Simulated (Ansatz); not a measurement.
`[SiH3][O][Sn][Br]` + CH₃OH → `C[O][Sn][Br]` + `O[SiH3]` at 298.15 K and 1 bar (ligand exchange at the Sn–O bond).

Calculated with Ansatz (gas phase, PBE0-D4/def2-TZVP geometries, no zero-point term in ΔE). CCSD(T)/CBS adds triple-zeta CCSD(T) − MP2 to the extrapolated MP2 energy (def2 sets, frozen cores). This one scheme is used for every species. Elements past krypton have def2 core potentials. For Br, Sn outer-core shells are correlated without core-valence functions, which leaves a few kJ/mol of doubt a bond. Scalar relativity is left out up to krypton. Each species was taken in one conformer, which may not be the lowest.

| species | CCSD(T)/CBS energy (Eh) | H − E (kJ/mol) | S (J/(mol·K)) |
| --- | --- | --- | --- |
| `[SiH3][O][Sn][Br]` | -3153.53165 | 98.7 | 378.2 |
| CH₃OH | -115.61712 | 146.3 | 238.2 |
| `C[O][Sn][Br]` | -2902.45238 | 129.3 | 356.3 |
| `O[SiH3]` | -366.69042 | 113.6 | 257.8 |

H − E and S are ideal-gas, rigid-rotor, harmonic terms from PBE0-D4/def2-TZVP, for one conformer and one mirror image of each species. 1 Eh = 2625.50 kJ/mol, R = 8.31446 J/(mol·K).

By hand: ΔE, ΔH, ΔS and ΔG.

ΔE = (-2902.45238) + (-366.69042) − (-3153.53165) − (-115.61712) = 0.00597 Eh = 15.7 kJ/mol. Δ(H − E) = 129.3 + 113.6 − 98.7 − 146.3 = -2.1, so ΔH = 13.6 kJ/mol. ΔS = 356.3 + 257.8 − 378.2 − 238.2 = -2.3 J/(mol·K). ΔG = 13.6 − 298.15 × (-2.3)/1000 = 14.3 kJ/mol.

By hand: the equilibrium constant, and the temperature at which ΔG would vanish if ΔH and ΔS stayed fixed.

log₁₀ K = −ΔG/(RT ln 10) = -2.5. ΔH and −TΔS have one sign here, so there is no such temperature. One of them is within its doubt of zero, so this could turn.

The number of gas molecules stays the same, so ΔS is small and ΔH decides. A doubt of 5 kJ/mol in ΔE shifts log₁₀ K by 0.9 here. Other conformers and mirror images would add mixing entropy, several J/(mol·K) or more a flexible species. Modes under 60 cm⁻¹, often nearly free rotors, make the harmonic entropy too high. These are equilibria of isolated gas molecules and say nothing of rates. Largest T1 diagnostic: 0.015 (customary marks: 0.02 for closed shells, 0.045 for open ones).
